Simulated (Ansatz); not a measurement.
Consider the substitution at a C–O bond: `CO[SiH2]S[SiH2]OC` + `SS` → `CSS` + `CO[SiH2]S[SiH2]O`.

Program: Ansatz. Geometries: PBE0-D4/def2-TZVP. ΔE: electronic, gas phase. CCSD(T)/CBS is the MP2 limit (def2-TZVPP, def2-QZVPP) plus CCSD(T) − MP2 in def2-TZVPP, frozen cores. This one scheme is used for every species. Each species was taken in one conformer, which may not be the lowest.

Task: Is it downhill or uphill in electronic energy at CCSD(T)/CBS, and by how much? (An estimate is asked.)

Result: Ansatz gave: Downhill: ΔE = -0.78 eV.

Task: What do these levels give: HF/def2-TZVPP, MP2/def2-TZVPP, SCS-MP2/def2-TZVPP, CCSD/def2-TZVPP, MP2/def2-QZVPP, HF/CBS(def2)? (An estimate is asked.)

Result: The calculation gave: HF/def2-TZVPP -0.56, MP2/def2-TZVPP -0.83, SCS-MP2/def2-TZVPP -0.74, CCSD/def2-TZVPP -0.69, MP2/def2-QZVPP -0.85, HF/CBS(def2) -0.56 eV.

Largest T1 diagnostic among the species: 0.012.

In def2-TZVPP, CCSD(T) changes the Hartree–Fock value by −0.17 eV (the triples alone add −0.04 eV) and MP2 by −0.26 eV.
